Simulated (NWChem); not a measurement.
Molecule: phosphorus nitride (PN); SMILES N#P

Program: NWChem. The geometry was optimised at B3LYP/6-31G* (spherical d). Ions are spin-unrestricted doublets at the neutral geometry; other ion states weren't tried.

```
level                  basis functions  vertical ionisation energy, ΔSCF (eV)  −ε(HOMO) (eV)  ΔSCF minus −ε(HOMO) (eV)  relative time
---------------------  ---------------  -------------------------------------  -------------  ------------------------  -------------
CAM-B3LYP/cc-pVDZ                   32                                  11.81          10.48                      1.33              1
CAM-B3LYP/aug-cc-pVDZ               50                                  12.00          10.83                      1.17              2
CAM-B3LYP/cc-pVTZ                   64                                  11.87          10.69                      1.18              6
CAM-B3LYP/aug-cc-pVTZ               96                                  11.92          10.79                      1.13             20
CAM-B3LYP/cc-pVQZ                  114                                  11.89          10.75                      1.14             40
```

The last column is a rough cost ratio, cheapest run = 1.
